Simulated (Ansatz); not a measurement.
A nudged elastic band was laid between two geometries of CH₅NOSSi (10 atoms, charge 0, multiplicity 1).

Level of theory: RKS PBE0-D4/STO-3G in Ansatz 0.2.0.

```json
{
  "movable images": "7",
  "climbing image": "yes",
  "spring": "5.0 eV/Å²",
  "optimiser": "quadratic models (default)",
  "start path": "through a guess of the saddle point",
  "force threshold": "0.03 eV/Å",
  "iteration limit": "60",
  "end points": "relaxed"
}
```

First end point:

```xyz
10
Properties=species:S:1:pos:R:3
O -1.267 -0.694 2.342
Si 0.312 -0.342 1.726
N -0.087 -0.386 -0.136
C 0.320 0.465 -1.079
S 0.635 0.031 -2.752
H -1.243 -1.691 2.543
H 0.167 1.128 1.758
H -0.300 -1.337 -0.541
H 0.561 1.484 -0.744
H 0.984 1.291 -3.114
```

Last end point:

```xyz
10
Properties=species:S:1:pos:R:3
O -1.562 -0.575 1.655
Si -0.064 0.055 1.176
N 0.815 -0.866 -0.081
C 0.306 0.542 -0.542
S -0.950 0.516 -1.830
H -1.901 -1.044 0.820
H 0.581 0.704 2.291
H 1.863 -0.759 0.055
H 1.108 1.273 -0.726
H -0.113 0.103 -2.815
```

**Question.** Which bonds break or form, and what moves?

**Answer.** Bonds formed: Si2–C4. The dihedral H8–N3–C4–H9 goes from 180 to 6°.

**Question.** Give the energies along the band, and the barrier.

**Answer.** The forces met the threshold. The highest image is number 4 of 0 to 8, 59.4 kJ/mol above the first end and 134.0 kJ/mol above the last; the last end lies 74.7 kJ/mol below the first. The profile has 2 maxima (images 1, 4) with wells between them (image 2): this band takes more than one step, which may be the mechanism or a detour left from its start path. The dihedral H8–N3–C4–H9 jumps by 130° between images 5 and 6, so the path isn't resolved there. Neighbouring images differ by up to 1.2 eV, so the band resolves the path poorly. A vibrational analysis at the climbing image gives one clearly imaginary mode, 376i cm⁻¹: a first-order saddle point. Limits of this set-up: minimal basis.

```tsv
image	path coordinate (Å)	energy (kJ/mol)	Si2–C4 (Å)	dihedral H8–N3–C4–H9 (°)
0	0.00	0.0	2.92	180
1	2.61	20.2	2.73	178
2	5.22	7.4	3.04	180
3	7.84	19.3	2.89	179
4	10.45	59.4	2.18	-159
5	11.73	-59.2	1.83	-144
6	13.01	-59.1	1.84	-14
7	14.29	-63.2	1.83	1
8	15.57	-74.7	1.82	6
```

**Question.** What is the geometry of the highest image?

**Answer.** 
```xyz
10
Properties=species:S:1:pos:R:3
O -1.534 -0.352 0.831
Si 0.071 -0.170 1.460
N 1.338 -0.764 0.170
C 0.724 0.289 -0.569
S -0.395 0.008 -1.911
H -1.880 -1.189 1.289
H 0.299 1.266 1.540
H 0.898 -1.669 -0.184
H 1.309 1.217 -0.595
H -0.747 1.313 -2.027
```

The run took 13 min on 1 thread of Arm Neoverse V1, on a shared host, peak memory 0.11 GiB.
